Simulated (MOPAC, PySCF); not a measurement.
H3AlS3, SMILES `[SH][Al]([SH])[SH]`, neutral singlet in the gas phase. 

Z-matrix (Å, degrees):
```
Al
S 1 2.1920
H 2 1.3555 1 92.26
S 1 2.1920 2 120.02 3 178.90
H 4 1.3555 1 92.23 2 -1.27
S 1 2.1921 2 119.98 3 -1.29
H 6 1.3559 1 92.21 2 178.89
```
Charge 0, multiplicity 1.

All levels are single points at this geometry (PBE-D3(BJ)/def2-TZVP); Pople sets use spherical d functions. Orbital energies aren't observables, and empty levels follow the basis.

SVWN5/6-31G* in PySCF gives dipole (D) = 0.06.

Problem. Estimate the dipole (D) from each of these levels: PBE-D3(BJ)/def2-TZVP in PySCF; B3LYP/3-21G in PySCF; M06-2X/6-31G* in PySCF; HF/6-31G* in PySCF; PM6 in MOPAC.

Solution. 
| level | dipole (D) |
|---|---|
| PBE-D3(BJ)/def2-TZVP in PySCF | 0.05 |
| B3LYP/3-21G in PySCF | 0.08 |
| M06-2X/6-31G* in PySCF | 0.06 |
| HF/6-31G* in PySCF | 0.06 |
| PM6 in MOPAC | 0.06 |
